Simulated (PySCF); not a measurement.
Job for PySCF: R-HF/3-21G on CH6O2Si (a complex), monomers drawn apart or pushed together.

```python
from pyscf import gto, scf, dft, mp
from pyscf.data.elements import chemcore

mol = gto.M(
    atom='''
    C     0.26944138   -0.48795382    0.03556036
    O    -0.75616649   -0.43795135    0.66527454
    H     0.28103931   -0.83152299   -1.01292751
    H     1.23531981   -0.19306140    0.47969354
    O     0.34013309    0.64771161    3.81975508
    Si    0.13399678    0.01288442    5.32218844
    H    -0.22293598    0.33288612    3.09317123
    H    -1.22064772    0.28650756    5.86555297
    H     1.14737694    0.64972756    6.18981650
    H     0.33609925   -1.45957117    5.33450745
    ''',
    basis='3-21g',
    charge=0, spin=0, verbose=3, max_memory=1800)
mf = scf.RHF(mol)
mf.conv_tol = 1e-8
mf.max_cycle = 100
mf.kernel()
if not mf.converged:
    mf = mf.newton().run(mf.mo_coeff, mf.mo_occ)
```

Task: Give the final energy of this run.

Result: -477.4079 hartree.
